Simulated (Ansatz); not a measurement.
`C=[CH][GeH]([NH2])[Cl]` and `[CH3][GeH]([NH2])[Cl]` differ in one atom or group.

Ansatz, PBE0-D4/def2-TZVP geometries, multiplicity 1. Each molecule was computed in one conformer, which needn't be the lowest.

Scalar relativity is left out up to krypton.

| property | `C=[CH][GeH]([NH2])[Cl]` |
| --- | --- |
| LUMO energy (PBE/def2-TZVPP) / eV | -1.68 |
| HOMO energy (PBE/def2-TZVPP) / eV | -6.35 |
| HOMO–LUMO gap (PBE0/def2-TZVPP) / eV | 7.10 |
| HOMO energy (B3LYP/def2-TZVPP) / eV | -7.53 |
| LUMO energy (B3LYP/def2-TZVPP) / eV | -0.92 |
| LUMO energy (PBE0/def2-TZVPP) / eV | -0.69 |

Problem. Give the same properties after the change, and the shifts. (Best estimate.)

Solution. The calculation gave: 
| property | `[CH3][GeH]([NH2])[Cl]` | shift |
| --- | --- | --- |
| LUMO energy (PBE/def2-TZVPP) / eV | -0.35 | 1.33 |
| HOMO energy (PBE/def2-TZVPP) / eV | -6.31 | 0.04 |
| HOMO–LUMO gap (PBE0/def2-TZVPP) / eV | 8.36 | 1.26 |
| HOMO energy (B3LYP/def2-TZVPP) / eV | -7.49 | 0.04 |
| LUMO energy (B3LYP/def2-TZVPP) / eV | 0.26 | 1.18 |
| LUMO energy (PBE0/def2-TZVPP) / eV | 0.60 | 1.29 |

With PBE0 the HOMO rises by 0.05 eV and the LUMO rises by 1.29 eV, so the gap widens by about 1.24 eV. PBE moves the HOMO by 0.04 eV and ωB97M-V by 0.05 eV.

B3LYP here is the variant with VWN-RPA as its local correlation; programs differ in this.
